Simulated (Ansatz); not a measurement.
Cost and result up the ladder for In(NH3)F3 (InNF₃H₃) (8 atoms). Total charge 0; singlet. Geometry: PBE0-D4/def2-SVP.

```xyz
8

In   -0.9618   -0.1141   -0.6783
N     0.8949    0.1065    0.6313
H     0.7323    0.7919    1.3703
H     1.6909    0.4167    0.0724
H     1.1332   -0.7863    1.0654
F    -0.1318    0.4056   -2.3726
F    -2.0805    1.1952    0.2513
F    -1.2771   -2.0156   -0.3397
```

Ansatz on 4 threads of Arm Neoverse N1 on a shared host. Times are rough, and most runs start from the orbitals of an earlier one. r2SCAN0-D4/def2-TZVP serves as the yardstick here, not as an exact answer. Differences are given only for rows in sets of like size (and for xTB, whose basis is part of the method), since another set adds its own error. Binding counts from free atoms at the same level (In doublet, N quartet, H doublet, F doublet; other spins of the atoms weren't run), without zero-point energy or a counterpoise term.

In the def2 sets In takes a core potential; there is no spin–orbit coupling. B3LYP takes the VWN-RPA correlation. HSE06 is defined as in plane-wave codes, on full-range PBE exchange. Correlated methods freeze 8 core orbitals; core or outer-core shells of In are correlated, in sets that lack core-valence functions.

Correlated methods converge slowly with the basis.

```json
{"level": "PBE-D4/def2-SVP", "functions": "97", "wall time": "1.2 s", "binding energy per atom (eV)": "3.42", "difference from r2SCAN0-D4/def2-TZVP (eV)": "–"}
{"level": "PBE0-D4/def2-SVP", "functions": "97", "wall time": "1.9 s", "binding energy per atom (eV)": "3.28", "difference from r2SCAN0-D4/def2-TZVP (eV)": "–"}
{"level": "HF/def2-TZVP", "functions": "192", "wall time": "2.1 s", "binding energy per atom (eV)": "2.26", "difference from r2SCAN0-D4/def2-TZVP (eV)": "-0.99"}
{"level": "PBE-D4/def2-TZVP", "functions": "192", "wall time": "2.5 s", "binding energy per atom (eV)": "3.44", "difference from r2SCAN0-D4/def2-TZVP (eV)": "0.20"}
{"level": "revPBE-D4/def2-TZVP", "functions": "192", "wall time": "2.5 s", "binding energy per atom (eV)": "3.32", "difference from r2SCAN0-D4/def2-TZVP (eV)": "0.07"}
{"level": "B3LYP-D4/def2-TZVP", "functions": "192", "wall time": "3.6 s", "binding energy per atom (eV)": "3.34", "difference from r2SCAN0-D4/def2-TZVP (eV)": "0.09"}
{"level": "PBE0-D4/def2-TZVP", "functions": "192", "wall time": "3.8 s", "binding energy per atom (eV)": "3.31", "difference from r2SCAN0-D4/def2-TZVP (eV)": "0.07"}
{"level": "HSE06-D4/def2-TZVP", "functions": "192", "wall time": "4.1 s", "binding energy per atom (eV)": "3.31", "difference from r2SCAN0-D4/def2-TZVP (eV)": "0.07"}
{"level": "r2SCANh-D4/def2-TZVP", "functions": "192", "wall time": "6 s", "binding energy per atom (eV)": "3.31", "difference from r2SCAN0-D4/def2-TZVP (eV)": "0.07"}
{"level": "r2SCAN-D4/def2-TZVP (with forces)", "functions": "192", "wall time": "6 s", "binding energy per atom (eV)": "3.36", "difference from r2SCAN0-D4/def2-TZVP (eV)": "0.12"}
{"level": "r2SCAN0-D4/def2-TZVP", "functions": "192", "wall time": "6 s", "binding energy per atom (eV)": "3.24", "difference from r2SCAN0-D4/def2-TZVP (eV)": "0.00"}
{"level": "CCSD(T)/def2-TZVP", "functions": "192", "wall time": "3.1 min", "binding energy per atom (eV)": "3.25", "difference from r2SCAN0-D4/def2-TZVP (eV)": "0.01"}
```
